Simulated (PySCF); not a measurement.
System: CH5OSi, net charge 0, doublet state. It need not be the lowest isomer of its formula. SMILES: C[SiH2][O]
Structure (B3LYP-D3(BJ)/def2-TZVP (Ansatz) minimum search):
```xyz
8

C     -1.4793    -0.1418    -0.1958
Si     0.3716    -0.4059     0.0448
O      0.9520     1.1444     0.1365
H     -1.9472    -1.1269    -0.2671
H     -1.6752     0.4127    -1.1125
H     -1.9068     0.3952     0.6498
H      0.9510    -1.1397    -1.1069
H      0.6357    -1.1636     1.2925
```
Charge 0, spin multiplicity 2.

Dispersion corrections to the total energy (kcal/mol) from the dftd3 and dftd4 libraries through PySCF: D3(BJ) without and D4 with the three-body term, each with the damping fitted for the functional named.

| functional | D3(BJ) | D4 |
|---|---|---|
| HF | -25.61 | -10.17 |
| r2SCAN | -0.77 | -0.63 |
| PBE0 | -2.51 | -2.23 |
| PBE | -2.93 | -2.69 |
| BP86 | (withheld) | -3.52 |
| BLYP | -6.35 | (withheld) |
| TPSSh | -3.36 | (withheld) |

### Question
Complete the blanks.

### Answer

- BP86, D3(BJ): -4.67
- BLYP, D4: -6.07
- TPSSh, D4: -3.28
